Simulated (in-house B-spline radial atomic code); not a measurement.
Radial electron density of Cu V (Cu4+), [Ar] 3d7. Computed with a radial B-spline atomic code at the basis-set limit: non-relativistic r2SCAN, spin-polarised, spherical fractional occupations, point nucleus.

Columns: r (bohr), 4πr²n(r) (electrons per bohr), bar.

```
 0.00238    1.031 #
 0.00284     1.43 ##
 0.00339    1.973 ##
 0.00405    2.711 ###
 0.00484    3.699 ####
 0.00577    4.981 #####
 0.00689    6.656 #######
 0.00823    8.789 ##########
 0.00982    11.41 #############
  0.0117    14.54 ################
   0.014    18.23 ####################
  0.0167    22.21 ########################
  0.0199    26.26 #############################
  0.0238     30.1 #################################
  0.0284    33.09 ####################################
  0.0339    34.78 ######################################
  0.0405    34.85 ######################################
  0.0483    33.34 #####################################
  0.0577    30.86 ##################################
  0.0689     28.6 ###############################
  0.0822    27.94 ###############################
  0.0982    29.77 #################################
   0.117    33.71 #####################################
    0.14     38.1 ##########################################
   0.167    40.07 ############################################
   0.199    37.74 #########################################
   0.238    31.22 ##################################
   0.284    23.51 ##########################
   0.339     18.3 ####################
   0.405    17.62 ###################
   0.483    20.04 ######################
   0.577    22.02 ########################
   0.688    20.79 #######################
   0.822    16.35 ##################
   0.981    10.71 ############
    1.17    5.867 ######
     1.4     2.65 ###
    1.67    1.015 #
    1.99   0.3238 
    2.38  0.08025 
    2.84  0.01509
```

On this grid the curve has 3 maxima, near 0.0405, 0.167, 0.577 bohr.

The 3p down radial function P(r) = rR(r), positive near the nucleus:

```json
{"r (bohr)": "0.00238", "P": "0.001489"}
{"r (bohr)": "0.00339", "P": "0.002976"}
{"r (bohr)": "0.00484", "P": "0.005941"}
{"r (bohr)": "0.00689", "P": "0.01169"}
{"r (bohr)": "0.00982", "P": "0.02275"}
{"r (bohr)": "0.014", "P": "0.04353"}
{"r (bohr)": "0.0199", "P": "0.08076"}
{"r (bohr)": "0.0284", "P": "0.1455"}
{"r (bohr)": "0.0405", "P": "0.2483"}
{"r (bohr)": "0.0577", "P": "0.3924"}
{"r (bohr)": "0.0822", "P": "0.5555"}
{"r (bohr)": "0.117", "P": "0.6617"}
{"r (bohr)": "0.167", "P": "0.574"}
{"r (bohr)": "0.238", "P": "0.1648"}
{"r (bohr)": "0.339", "P": "-0.5119"}
{"r (bohr)": "0.483", "P": "-1.118"}
{"r (bohr)": "0.688", "P": "-1.239"}
{"r (bohr)": "0.981", "P": "-0.8578"}
{"r (bohr)": "1.4", "P": "-0.3646"}
{"r (bohr)": "1.99", "P": "-0.08573"}
{"r (bohr)": "2.84", "P": "-0.008652"}
```
